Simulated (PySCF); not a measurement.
Working out the ionisation energy of Nb+

Nb+ [Kr] 4d4 (5D) → Nb(2+) [Kr] 4d3 (4F). All numbers are calculated (PySCF 2.14, the spin-free X2C one-electron Hamiltonian (Gaussian nucleus), in x2c-TZVPall). Frozen: [Kr]. Energies in hartree (1 hartree = 27.21139 eV):

```csv
part,Nb+ (lower),Nb(2+) (upper)
UHF,-3817.014350,-3816.533487
MP2 opposite-spin,0.000000,0.000000
MP2 same-spin,-0.027738,-0.011665
```

Problem. What does Hartree-Fock give?

Solution. (-3816.533487) − (-3817.014350) = 0.480863 hartree = 13.085 eV.

Problem. What do MP2 and SCS-MP2 (6/5 opposite-spin, 1/3 same-spin) give?

Solution. The opposite-spin parts differ by 0.000 eV and the same-spin parts by 0.437 eV. MP2: 13.085 + (0.000) + (0.437) = 13.522 eV. SCS-MP2: 13.085 + 1.2 × (0.000) + (0.437)/3 = 13.231 eV.

Reference: 14.32 eV (semi-empirical (NIST evaluation); NIST Atomic Spectra Database, ionization energies), between the lowest levels; spin-orbit coupling is absent from the calculation.

What remains against the reference includes basis incompleteness, the frozen core and correlation beyond second order.
